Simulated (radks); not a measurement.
Ti II, configuration [Ar] 3d2 4s1. Calculated with a radial shooting solver on a logarithmic mesh with Libxc functionals: Dirac Kohn-Sham, PBE, spin-unpolarised, spherical densities, point nucleus; open shells are shared between the two j in proportion to 2j + 1; speed of light set to 205.554 atomic units (1.5 times the physical value, a model run).

Normalised radial functions P(r) = r R(r) (large component), r in bohr:

r,2p3/2,3d3/2,3d5/2
0.005095,0.0081,0.0000,0.0000
0.007601,0.0176,0.0000,0.0000
0.01143,0.0380,0.0001,0.0001
0.01705,0.0795,0.0003,0.0003
0.02544,0.1616,0.0009,0.0009
0.03795,0.3145,0.0027,0.0026
0.05661,0.5756,0.0077,0.0077
0.08446,0.9639,0.0214,0.0213
0.126,1.4237,0.0551,0.0549
0.1895,1.7668,0.1307,0.1302
0.2827,1.6997,0.2680,0.2673
0.4217,1.1576,0.4690,0.4681
0.6291,0.4882,0.6798,0.6788
0.9385,0.1057,0.7894,0.7889
1.4,0.0088,0.7135,0.7134
2.089,0.0002,0.5027,0.5031
3.141,0.0000,0.2642,0.2648
4.686,0.0000,0.0911,0.0915
6.99,0.0000,0.0159,0.0160
10.43,0.0000,0.0010,0.0010

2p3/2: eigenvalue -450.15 eV, 0 radial nodes, <r> = 0.291 bohr, 90 % of the charge inside 0.478 bohr. 3d3/2: eigenvalue -11.460 eV, 0 radial nodes, <r> = 1.51 bohr, 90 % of the charge inside 2.64 bohr. 3d5/2: eigenvalue -11.438 eV, 0 radial nodes, <r> = 1.51 bohr, 90 % of the charge inside 2.64 bohr.
